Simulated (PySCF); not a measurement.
# A ladder of Hamiltonians for Rh³¹⁺ (rhodium, charge +31)

Occupied: 1s1/2, 2s1/2, 2p1/2, 2p3/2, 3s1/2, 3p1/2. Hartree-Fock calculated with PySCF 2.14 in an even-tempered Gaussian basis (21 s from 2.3 bohr⁻², ratio 2.3; 15 p from 2.7 bohr⁻², ratio 2.3), Gaussian nucleus throughout. NR is non-relativistic, sf-X2C the spin-free one-electron X2C Hamiltonian, X2C adds the bare one-electron spin-orbit term, X2C-SNSO screens it by Boettger's factors, DC is four-component Dirac-Coulomb, and the Gaunt and Breit terms are added at first order (total energies over the DC spinors, levels after relaxing the spinors in that mean field). QED terms are absent. Levels marked empty are virtual spinors of this ion; the basis has s and p functions only, so 3d, which can lie below the n = 4 levels, is absent.

```tsv
level (eV)	X2C	X2C-SNSO
1s1/2	-25003.0	-25003.3
2s1/2	-5049.8	-5049.9
2p1/2	-4807.7	-4802.7
2p3/2	-4642.1	-4644.4
3s1/2	-1928.5	-1928.5
3p1/2	-1849.1	-1847.9
3p3/2 (empty)	-1745.9	-1746.4
4s1/2 (empty)	-971.92	-971.94
```

Where do the four-component calculations put these levels?

1s1/2: DC -25020.5, DC+Gaunt -24972.1, DC+Breit -24975.3; 2s1/2: DC -5051.9, DC+Gaunt -5047.4, DC+Breit -5047.6; 2p1/2: DC -4803.3, DC+Gaunt -4795.4, DC+Breit -4796.3; 2p3/2: DC -4645.8, DC+Gaunt -4640.3, DC+Breit -4641.1; 3s1/2: DC -1929.0, DC+Gaunt -1927.9, DC+Breit -1928.0; 3p1/2: DC -1848.0, DC+Gaunt -1846.1, DC+Breit -1846.4; 3p3/2 (empty): DC -1746.7, DC+Gaunt -1745.5, DC+Breit -1745.7; 4s1/2 (empty): DC -972.09, DC+Gaunt -971.70, DC+Breit -971.75 (eV).

```
Hamiltonian  E (hartree)  E − E(DC) (hartree)  CPU seconds
        X2C   -4051.2449               0.8532          0.5
   X2C-SNSO   -4051.0958               1.0023          0.5
         DC   -4052.0981               0.0000           18
   DC+Gaunt   -4049.0429               3.0552           30
   DC+Breit   -4049.3189               2.7792           87
```

Weight of the small component: 1s1/2 0.0271, 2s1/2 0.00583, 2p1/2 0.00578, 2p3/2 0.00556, 3s1/2 0.00208, 3p1/2 0.00204, 3p3/2 0.00196, 4s1/2 0.000997.

Koopmans' value for the highest occupied level at DC+Breit: 1846.4 eV, against an ionisation energy of 1851 ± 4 eV (semi-empirical (NIST evaluation); NIST Atomic Spectra Database, ionization energies); the former lacks relaxation, correlation, QED and recoil.

The whole ladder took 140 s of wall time on 1 thread of Neoverse-V1 (shared host), launched as `OMP_NUM_THREADS=1 python relrun2.py TASK.json OUT` (a driver that calls PySCF for each Hamiltonian).

Dirac-Coulomb iterations, started from the X2C spinors:

```
with_ssss True, with_gaunt False, with_breit False
light speed = 137.03599967994
init E= -4043.33187539709
cycle= 1 E= -4052.09784582103  delta_E= -8.77  |g|= 0.755  |ddm|= 0.0674
cycle= 2 E= -4052.09808330597  delta_E= -0.000237  |g|= 0.0125  |ddm|= 0.00708
cycle= 3 E= -4052.09808390042  delta_E= -5.94e-07  |g|= 0.000646  |ddm|= 0.00053
cycle= 4 E= -4052.09808390208  delta_E= -1.66e-09  |g|= 3.03e-06  |ddm|= 2.28e-05
```
